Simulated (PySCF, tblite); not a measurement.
Isomers of C4H5F4O (doublet state), one GFN2-xTB conformer each. Single-point energies are computed at B3LYP/pcH-1 (PySCF, gas phase, no added dispersion term), electronic only. GFN2-xTB treats the open shell by occupation alone, and not every SCF solution was tested for stability.

```tsv
SMILES	GFN2-xTB relative energy (kcal/mol)
COC[C](F)C(F)(F)F	7.6
[CH2]OC[C@H](F)C(F)(F)F	8.5
CO[CH][C@@H](F)C(F)(F)F	1.2
FCOC[CH]C(F)(F)F	0.0
```

Conformers: `[CH3:1][O:2][CH2:3][C:4]([F:5])[C:6]([F:7])([F:8])[F:9]` (doublet state) with C1–O2–C3–C4 74°, O2–C3–C4–F5 -163°; `[CH2:1][O:2][CH2:3][C@H:4]([F:5])[C:6]([F:7])([F:8])[F:9]` (doublet state) with H–C1–O2–C3 -178° and -24°, C1–O2–C3–C4 -71°, O2–C3–C4–F5 -84°; `[CH3:1][O:2][CH:3][C@@H:4]([F:5])[C:6]([F:7])([F:8])[F:9]` (doublet state) with C1–O2–C3–C4 -176°, O2–C3–C4–F5 107°; `[F:1][CH2:2][O:3][CH2:4][CH:5][C:6]([F:7])([F:8])[F:9]` (doublet state) with F1–C2–O3–C4 66°, C2–O3–C4–C5 178°, O3–C4–C5–C6 -173°.

Task: What does B3LYP/pcH-1 give for the same structures?

Result: 
| SMILES | B3LYP/pcH-1 E (Eh) | B3LYP/pcH-1 (kcal/mol) | GFN2-xTB (kcal/mol) | point group |
| --- | --- | --- | --- | --- |
| FCOC[CH]C(F)(F)F | -629.99868 | 0.0 | 0.0 | C1 |
| CO[CH][C@@H](F)C(F)(F)F | -629.99691 | 1.1 | 1.2 | C1 |
| [CH2]OC[C@H](F)C(F)(F)F | -629.98788 | 6.8 | 8.5 | C1 |
| COC[C](F)C(F)(F)F | -629.98377 | 9.4 | 7.6 | C1 |

Both levels put the same isomer lowest; measured from each level's own lowest isomer, the values differ by up to 1.8 kcal/mol (COC[C](F)C(F)(F)F: 7.6 against 9.4). Neighbours under 5.0 kcal/mol apart (FCOC[CH]C(F)(F)F and CO[CH][C@@H](F)C(F)(F)F; [CH2]OC[C@H](F)C(F)(F)F and COC[C](F)C(F)(F)F) can change places with a better method, another conformer or zero-point energy.

Task: What happens when harmonic zero-point energies from GFN2-xTB frequencies are added?

Result: 
| SMILES | ZPE (kcal/mol) | electronic (kcal/mol) | with ZPE (kcal/mol) |
| --- | --- | --- | --- |
| FCOC[CH]C(F)(F)F | 54.4 | 0.0 | 0.0 |
| CO[CH][C@@H](F)C(F)(F)F | 54.6 | 1.1 | 1.3 |
| [CH2]OC[C@H](F)C(F)(F)F | 54.8 | 6.8 | 7.2 |
| COC[C](F)C(F)(F)F | 55.0 | 9.4 | 10.0 |

The zero-point energies span 0.6 kcal/mol. The order is unchanged.
